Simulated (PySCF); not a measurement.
Compounds:

A. `InChI=1S/C6H8F3N/c7-6(8,9)5-3-1-2-4-10-5/h1-4H2`
B. SMILES C=C1/C(=C\F)C[C@@H]1C#N
C. `CO[Si@@H](Cl)C1CC1`

Spectrum 1. 13C{1H} NMR (computed): δ 155.7 (CH), 145.7 (C), 125.1 (C), 124.6 (C), 123.3 (CH2), 29.8 (CH2), 26.6 (CH).

Spectrum 2. 13C{1H} NMR (computed): δ 163.2 (C), 129.4 (C), 52.6 (CH2), 26.7 (CH2), 25.0 (CH2), 22.0 (CH2).

Spectrum 3. 13C{1H} NMR (computed): δ 52.6 (CH3), 4.9 (CH2), 3.2 (CH2), 2.0 (CH).

- geometry from GFN2-xTB
- shielding tensors at PBE0/pcSseg-1 (GIAO)
- code: PySCF
- relativity neglected, one conformer, equivalent nuclei averaged, no solvent model

References, each an isolated molecule treated in the same way: 13C (σ = 186.93 ppm) against TMS. Splittings of carbon signals by F and P are missing where no couplings were computed. Shifts are as computed. Against solution values, carbons near 30 ppm lie about +3 ppm off and those near 130 ppm about +5 ppm. Of 1211 compounds with measured shifts, 218 miss one by over three times the rms of a fit or turn the order of signals round; such compounds aren't used in these exercises.

Task: Match each spectrum to its structure.

Result: 1–B, 2–A, 3–C.

- Spectrum 1 (B): 7 13C signals; δC 155.7 is an alkene CH; δC 145.7 is a fully substituted alkene carbon.
- Spectrum 2 (A): 6 13C signals; δC 129.4 is a CF3 carbon; δC 52.6 is an sp3 CH2 bonded to N.
- Spectrum 3 (C): 4 13C signals; δC 52.6 is a methyl carbon bonded to O; δC 4.9 is a three-membered-ring carbon.
